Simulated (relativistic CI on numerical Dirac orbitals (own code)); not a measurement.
# What each ingredient does to the levels of Hg54+

Base calculation: Dirac-Coulomb-Breit CI, separate exchange-only KLI orbitals for each configuration, QED by a radiative potential, unscaled Slater integrals.

CI space (outside the closed core [Ne]): 3s²3p⁶3d⁸, 3s²3p⁵3d⁹, 3s²3p⁴3d¹⁰, 3s3p⁶3d⁹, 3p⁶3d¹⁰, 3s3p⁵3d¹⁰, 3s²3p⁶3d⁷4s, 3s²3p⁶3d⁷4p, 3s²3p⁴3d⁹4s, 3s²3p⁶3d⁷4d, 3s²3p⁴3d⁹4p, 3s²3p⁵3d⁸4s, 3s²3p⁶3d⁷4f, 3s²3p⁴3d⁹4d, 3s3p⁵3d⁹4s, 3s²3p⁵3d⁸4p, 3s3p⁵3d⁹4p, 3s²3p⁶3d⁶4s², 3s²3p⁵3d⁸4d, 3s3p⁵3d⁹4d, 3s3p⁶3d⁸4s, 3s²3p⁶3d⁶4s4p, 3p⁶3d⁹4s, 3s²3p⁵3d⁸4f, 3s²3p⁶3d⁷5s, 3s²3p⁶3d⁶4p², 3s²3p⁶3d⁶4s4d, 3s3p⁶3d⁸4p, 3p⁶3d⁹4p, 3s²3p⁶3d⁷5p, 3s²3p⁵3d⁷4s², 3s²3p⁶3d⁷5d, 3s²3p⁶3d⁶4p4d, 3p⁶3d⁹4d, 3s3p⁶3d⁸4d, 3s²3p⁶3d⁷5f. Levels of other configurations are missing.

Variants: (1) P86 correlation estimate; (2) Breit term removed; (3) non-relativistic limit. Shifts of the energy above 3s²3p⁶3d⁸ ³F4, in eV, for the lowest level and the first level of each name with at least 55 % of one term (blank where a level changes its place among those of its configuration and J or its character, or is not in the variant):

| Level | Base | Δ(1) | Δ(2) | Δ(3) |
| --- | --- | --- | --- | --- |
| 3s²3p⁶3d⁸ ³F4 | 0.00 | 0.00 | 0.00 | 0.00 |
| 3s²3p⁶3d⁸ ³F3 | 95.84 | 0.00 | +1.59 | -95.84 |
| 3s²3p⁶3d⁸ ¹G4 | 112.15 | 0.00 | +2.49 | -91.48 |
| 3s²3p⁶3d⁸ ³P1 | 112.54 | 0.00 | +0.42 | -97.50 |
| 3s²3p⁶3d⁸ ³F2 | 199.59 | 0.00 | +3.43 |  |
| 3s²3p⁵3d⁹ ³F°4 | 500.16 | +0.32 | +3.51 | -116.22 |
| 3s²3p⁵3d⁹ ³D°3 | 528.70 | +0.32 | +3.38 |  |
| 3s²3p⁵3d⁹ ³P°0 | 621.39 | +0.32 | +4.26 | -217.28 |
| 3s²3p⁵3d⁹ ³F°3 | 623.60 | +0.32 | +5.54 |  |
| 3s²3p⁴3d¹⁰ ³P2 | 1034.23 | +0.59 | +6.56 | -240.51 |
| 3s²3p⁴3d¹⁰ ¹S0 | 1058.61 | +0.59 | +5.83 |  |
| 3s²3p⁵3d⁹ ³F°2 | 1059.44 | +0.32 | +10.09 |  |
| 3s3p⁶3d⁹ ³D3 | 1241.96 | +0.49 | +3.35 | -622.32 |
| 3s3p⁶3d⁹ ³D1 | 1341.23 | +0.49 | +4.88 | -721.59 |
| 3s²3p⁴3d¹⁰ ³P1 | 1491.75 | +0.59 | +11.17 | -698.03 |
| 3s²3p⁴3d¹⁰ ¹D2 | 1508.50 | +0.59 | +11.49 | -690.49 |
| 3s3p⁵3d¹⁰ ³P°2 | 1745.24 | +0.75 | +6.68 | -740.98 |
| 3s3p⁵3d¹⁰ ¹P°1 | 1784.82 | +0.75 | +6.38 |  |
| 3s²3p⁴3d¹⁰ ³P0 | 1966.45 | +0.59 | +15.82 |  |
| 3s²3p⁶3d⁷4s ⁵F5 | 2026.47 | +1.78 | +1.15 | +250.65 |
| 3s²3p⁶3d⁷4s ⁵F4 | 2123.33 | +1.78 | +2.50 |  |
| 3s²3p⁶3d⁷4s ⁵P3 | 2136.79 | +1.78 | +1.99 | +155.22 |

At this charge energies of transitions that change n are usually good to better than 1 %, and those within a shell (Δn = 0) to a few per cent.

Ionisation energy from the two ground configurations alone: base 5335.19 eV; P86 correlation estimate 5337.42 eV; Breit term removed 5339.17 eV. The NIST ASD value (theoretical) is 5335 eV.

LS names give the leading component of a level, which can be under half, so a name can repeat, a term be missing and a line seem to break the LS rules.
